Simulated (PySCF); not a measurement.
## A small calculation by hand: entropy of an ideal gas

B(F)(OMe)(NH2) (CH5BFNO), SMILES O(C)B(F)N.

Geometry optimised at PBE-D3(BJ)/def2-SVP. The structure was generated by enumeration, and PubChem lists no compound with its InChIKey, so it may never have been made. The values are those of a single conformer.

PBE-D3(BJ)/def2-SVP (PySCF) gives the harmonic wavenumbers 118, 138, 227, 328, 395, 469, 506, 632, 802, 853, 1111, 1136, 1172, 1366, 1383, 1423, 1427, 1467, 1553, 2914, 2981, 3051, 3549, 3653 cm⁻¹ and the rotational temperatures 0.4263, 0.1877, 0.1327 K. The molar mass is 76.87 g/mol, the symmetry number 1, the spin multiplicity 1.

Q: Work out the entropy at 298.15 K and 1 atm in the rigid-rotor, harmonic-oscillator model.

A: 
Translation (Sackur–Tetrode at 1 atm): S = R[1.5 ln M + 2.5 ln T − 1.16487] = 162.9 J/(mol K).
Rotation: q = (√π/σ) T^1.5/√(θA θB θC) = 88600, S = R[ln q + 3/2] = 107.2 J/(mol K).
Vibration: with u = 1.4388 ν/T, each mode gives R[u/(e^u − 1) − ln(1 − e^−u)]:
| ν (cm⁻¹) | modes | u | S (J/(mol K)) |
|---|---|---|---|
| 118 | 1 | 0.57 | 13.11 |
| 138 | 1 | 0.67 | 11.85 |
| 227 | 1 | 1.10 | 7.96 |
| 328 | 1 | 1.58 | 5.31 |
| 395 | 1 | 1.91 | 4.11 |
| 469 | 1 | 2.26 | 3.10 |
| 506 | 1 | 2.44 | 2.69 |
| 632 | 1 | 3.05 | 1.66 |
| 802 | 1 | 3.87 | 0.86 |
| 853 | 1 | 4.12 | 0.70 |
| 1111 | 1 | 5.36 | 0.25 |
| 1136 | 1 | 5.48 | 0.23 |
| 1172 | 1 | 5.66 | 0.19 |
| 1366 | 1 | 6.59 | 0.09 |
| 1383 | 1 | 6.67 | 0.08 |
| 1423 | 1 | 6.87 | 0.07 |
| 1427 | 1 | 6.89 | 0.07 |
| 1467 | 1 | 7.08 | 0.06 |
| 1553 | 1 | 7.49 | 0.04 |
The stiffer modes add less than 0.005 each. Sum 52.4 J/(mol K).
Spin: R ln 1 = 0.0 J/(mol K).
Total 322.5 J/(mol K); the program's own thermochemistry gives 322.5. Translation makes up 51 % and vibration 16 %. Anharmonicity, hindered rotation and orbital degeneracy are left out.
